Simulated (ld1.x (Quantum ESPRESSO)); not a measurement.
# Cutoff test, K, PAW

ld1.x (Quantum ESPRESSO) 7.5 input, shortened:

```
&input
   title='K', zed=19., rel=1, dft='PBESOL', iswitch=3,
   config='[Ar] 3d0 4s0 4p0'
 /
 &inputp
   pseudotype=3, lpaw=.true., tm=.true., lloc=-1, rcloc=2.85,
   nlcc=.true., new_core_ps=.true.,
   which_augfun='PSQ', rmatch_augfun_nc=.true.
 /
6
3S  1  0   2.00   0.00  2.25  2.40  0.0
4S  2  0   0.00   0.00  2.25  2.40  0.0
3P  2  1   6.00   0.00  2.10  2.85  0.0
4P  3  1   0.00   0.00  2.10  2.85  0.0
3D  3  2   0.00   0.00  3.56  3.78  0.0
3D  3  2   0.00   3.40  3.56  3.78  0.0
 &test
   configts(1)='3s2 3p6 3d0 4s0 4p0'
 /
```

The pseudo-atom Hamiltonian at the reference potential is diagonalised in spherical Bessel functions j_l(qr) that vanish at 20 bohr, with q² up to the cutoff. All-electron valence levels (Ry): 3s -3.0383, 4s -0.4460, 3p -1.8249, 4p -0.2694, 3d -0.2742.

Problem. How do the lowest levels (Ry) of each channel move with the cutoff, and are there ghosts?

Solution.

```
cutoff (Ry)     s #1     s #2     p #1     p #2     p #3     d #1     f #1  Σ f·Δε (mRy)
          8  -3.0363  -0.4147  -1.8230  -0.2330  -0.0842  -0.2741  -0.0425          15.8
         10  -3.0379  -0.4266  -1.8246  -0.2401  -0.0870  -0.2742  -0.0425           2.8
         12  -3.0380  -0.4375  -1.8247  -0.2522  -0.0916  -0.2742  -0.0425           1.6
         15  -3.0381  -0.4437  -1.8248  -0.2676  -0.0970  -0.2742  -0.0425           0.9
         18  -3.0382  -0.4458  -1.8249  -0.2688  -0.0974  -0.2742  -0.0425           0.2
         21  -3.0383  -0.4458  -1.8249  -0.2688  -0.0974  -0.2742  -0.0425           0.2
        400  -3.0383  -0.4460  -1.8249  -0.2694  -0.0976  -0.2742  -0.0425           0.0
```

Result: no extra level below or beside the all-electron valence levels (s, p, d, f tested); 10 mRy is reached at 10 Ry and 1 mRy at 15 Ry.

The cutoffs count occupied waves only; the empty 4p level needs 15 Ry at the loose tolerance. Test run stopped at test 4 of 7 (negative rho).
